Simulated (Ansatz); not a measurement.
Reaction (substitution at a C–Si bond): `C#C[SiH2]O` + `CC(O)O` → `C#COC(C)O` + `O[SiH3]`

Computed with Ansatz on PBE0-D4/def2-TZVP structures; ΔE is electronic, products minus reactants. CBS: MP2 limit from def2 TZ/QZ plus the TZ coupled-cluster correction, frozen cores. DFT in def2-TZVPP. Each species was taken in one conformer, which may not be the lowest.

`C#C[SiH2]O`:

```xyz
8

C     2.157   -0.132   -0.021
C     0.970    0.003    0.148
Si   -0.830    0.222    0.384
O    -1.686   -0.675   -0.692
H     3.206   -0.254   -0.166
H    -1.113    1.673    0.247
H    -1.222   -0.263    1.724
H    -1.481   -0.573   -1.623
```

`CC(O)O`:

Z-matrix (Å, degrees):
```
C
C 1 1.508
H 1 1.090 2 110.0
H 1 1.091 2 110.6 3 120.7
H 1 1.094 2 109.8 3 -120.1
O 2 1.403 1 107.2 3 179.3
O 2 1.402 1 112.8 3 56.4
H 2 1.097 1 110.8 3 -59.9
H 6 0.962 2 107.5 1 179.9
H 7 0.964 2 107.6 1 55.6
```

`C#COC(C)O`:

Cartesian coordinates in Å:
```
C -1.206 0.796 2.611
C -1.047 0.437 1.478
O -0.920 0.035 0.255
C 0.445 -0.163 -0.199
C 0.330 -0.883 -1.515
O 1.119 1.035 -0.268
H -1.349 1.124 3.611
H 0.958 -0.756 0.563
H -0.230 -0.272 -2.228
H 1.327 -1.072 -1.914
H -0.193 -1.831 -1.392
H 0.766 1.550 -1.002
```

`O[SiH3]`:

Z-matrix (Å, degrees):
```
Si
O 1 1.648
H 1 1.489 2 111.7
H 1 1.489 2 111.7 3 120.9
H 1 1.481 2 105.9 3 -119.6
H 2 0.957 1 117.9 3 -60.5
```

Task: Is it downhill or uphill in electronic energy at CCSD(T)/CBS, and by how much? (Estimate.)

Result: Ansatz gave: Uphill: ΔE = +1.45 eV.

Task: What do these levels give: revPBE-D4, r2SCAN-D4, r2SCAN, CCSD(T)/def2-SVP, CCSD/def2-TZVPP, MP2/CBS(def2)? (Estimate.)

Result: Computed: revPBE-D4 1.23, r2SCAN-D4 1.30, r2SCAN 1.30, CCSD(T)/def2-SVP 1.18, CCSD/def2-TZVPP 1.41, MP2/CBS(def2) 1.49 eV.

Largest T1 diagnostic among the species: 0.012.

At CCSD(T), def2-SVP lies −0.27 eV from the extrapolated value and def2-TZVPP −0.04 eV. From PBE to PBE0 (25 % exact exchange), in def2-TZVPP and without D4, ΔE moves by +0.05 eV. In def2-TZVPP, CCSD(T) changes the Hartree–Fock value by +0.06 eV (the triples alone add −0.01 eV) and MP2 by +0.10 eV.
